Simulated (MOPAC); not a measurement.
MOPAC input (PM6):

```
PM6 PRECISE GNORM=0.05 LET XYZ GEO-OK AUX(PRECISION=9) THREADS=1
C5H9B

C     1.96671800 1    1.33625500 1   -0.10266100 1
C     0.67226100 1    1.05137200 1    0.07329700 1
B     0.06283600 1   -0.37103800 1   -0.07869600 1
C     0.92942500 1   -1.62546800 1   -0.45992000 1
C    -1.46269900 1   -0.60006400 1    0.14812500 1
C    -2.34504400 1    0.34948800 1    0.47654800 1
H     2.36276000 1    2.34008800 1    0.01059800 1
H     2.68782300 1    0.57203600 1   -0.36891600 1
H     0.03007800 1    1.88845100 1    0.33893800 1
H     1.99328500 1   -1.44854000 1   -0.61496100 1
H     0.82526900 1   -2.39366200 1    0.31556600 1
H     0.52843700 1   -2.08631800 1   -1.37051100 1
H    -1.85696200 1   -1.60940600 1    0.03354800 1
H    -3.39934300 1    0.13949400 1    0.62387800 1
H    -2.04949300 1    1.38354700 1    0.61300900 1
```

From the output:

```
                                                       MOPAC v23.2.5 Linux

          FINAL HEAT OF FORMATION =         23.76907 KCAL/MOL =      99.44980 KJ/MOL

          COSMO AREA              =        142.74 SQUARE ANGSTROMS
          COSMO VOLUME            =        133.05 CUBIC ANGSTROMS

          GRADIENT NORM           =          0.04153          =       0.01072 PER ATOM
          IONIZATION POTENTIAL    =         10.231343 EV
          HOMO LUMO ENERGIES (EV) =        -10.231 -0.278
          NO. OF FILLED LEVELS    =         16
          MOLECULAR WEIGHT        =         79.9361         POINT GROUP:  Cs

          MOLECULAR DIMENSIONS (Angstroms)

            Atom       Atom       Distance
            H    14    H     7     6.18378
            H    15    H    12     4.50626
            H    11    H    12     1.73330

          SCF CALCULATIONS        =         44

   ATOM   CHEMICAL          X               Y               Z
  NUMBER   SYMBOL      (ANGSTROMS)     (ANGSTROMS)     (ANGSTROMS)

     1       C          1.95276579  *   1.30387138  *  -0.10610594  *
     2       C          0.65871679  *   1.06425335  *   0.07802043  *
     3       B          0.05209927  *  -0.36745286  *  -0.07613473  *
     4       C          0.93621821  *  -1.61193881  *  -0.45864809  *
     5       C         -1.47719330  *  -0.61676509  *   0.14761869  *
     6       C         -2.32335179  *   0.35450613  *   0.47365176  *
     7       H          2.40302468  *   2.28365600  *  -0.00677856  *
     8       H          2.67194274  *   0.53782013  *  -0.37235931  *
     9       H         -0.04552673  *   1.84771569  *   0.34482760  *
    10       H          1.98706692  *  -1.36412586  *  -0.59848061  *
    11       H          0.85063025  *  -2.36149022  *   0.33153230  *
    12       H          0.54897700  *  -2.04916968  *  -1.38193866  *
    13       H         -1.79885384  *  -1.64627579  *   0.01660308  *
    14       H         -3.38344230  *   0.19844414  *   0.63181969  *
    15       H         -2.03018110  *   1.38832454  *   0.61047717  *

                             CARTESIAN COORDINATES

   1    C        1.952765789     1.303871375    -0.106105940
   2    C        0.658716786     1.064253346     0.078020433
   3    B        0.052099267    -0.367452856    -0.076134731
   4    C        0.936218209    -1.611938811    -0.458648095
   5    C       -1.477193303    -0.616765087     0.147618688
   6    C       -2.323351788     0.354506127     0.473651756
   7    H        2.403024684     2.283655996    -0.006778562
   8    H        2.671942737     0.537820127    -0.372359308
   9    H       -0.045526731     1.847715691     0.344827599
  10    H        1.987066919    -1.364125862    -0.598480609
  11    H        0.850630249    -2.361490221     0.331532299
  12    H        0.548976997    -2.049169682    -1.381938660
  13    H       -1.798853845    -1.646275786     0.016603078
  14    H       -3.383442296     0.198444138     0.631819690
  15    H       -2.030181096     1.388324544     0.610477173

           Empirical Formula: C5 H9 B  =    15 atoms

      MOLECULAR POINT GROUP   :   Cs

                  EIGENVALUES
 -26.81902 -26.38994 -24.46129 -20.21730 -19.95203 -16.09020 -15.81182 -14.67004
 -13.75507 -13.62215 -12.87334 -12.74064 -10.81552 -10.73646 -10.39172 -10.23134
  -0.27777   1.41904   2.42574   2.56045   4.60696   4.64404   5.73817   5.86181
   6.13732   6.14947   6.21264   6.27022   6.40827   6.51219   6.68312   6.85634
   7.33071

              NET ATOMIC CHARGES AND DIPOLE CONTRIBUTIONS

  ATOM NO.   TYPE          CHARGE      No. of ELECS.   s-Pop       p-Pop
    1          C          -0.268223        4.2682     1.12442     3.14380
    2          C          -0.224520        4.2245     1.13386     3.09066
    3          B           0.279328        2.7207     1.04746     1.67321
    4          C          -0.591722        4.5917     1.09177     3.49995
    5          C          -0.230821        4.2308     1.13628     3.09454
    6          C          -0.272391        4.2724     1.12395     3.14844
    7          H           0.136638        0.8634     0.86336
    8          H           0.143939        0.8561     0.85606
    9          H           0.131740        0.8683     0.86826
   10          H           0.153345        0.8467     0.84665
   11          H           0.164644        0.8354     0.83536
   12          H           0.164648        0.8354     0.83535
   13          H           0.132967        0.8670     0.86703
   14          H           0.137551        0.8624     0.86245
   15          H           0.142877        0.8571     0.85712
 DIPOLE           X         Y         Z       TOTAL
 POINT-CHG.     0.049     0.060     0.002     0.078
 HYBRID         0.010    -0.013    -0.004     0.017
 SUM            0.059     0.047    -0.002     0.076

          ATOMIC ORBITAL ELECTRON POPULATIONS

     Atom    s        px        py        pz
    1  C   1.12442   1.04603   1.12045   0.97732
    2  C   1.13386   1.01418   1.10285   0.97362
    3  B   1.04746   0.72949   0.73055   0.21317
    4  C   1.09177   1.16809   1.17393   1.15794
    5  C   1.13628   1.07171   1.05424   0.96859
    6  C   1.12395   1.08683   1.08476   0.97685
    7  H   0.86336
    8  H   0.85606
    9  H   0.86826
   10  H   0.84665
   11  H   0.83536
   12  H   0.83535
   13  H   0.86703
   14  H   0.86245
   15  H   0.85712

 **********************
 *                    *
 * JOB ENDED NORMALLY *
 *                    *
 **********************

 == MOPAC DONE ==
```

The geometry given is a B3LYP-D3(BJ)/def2-TZVP minimum.
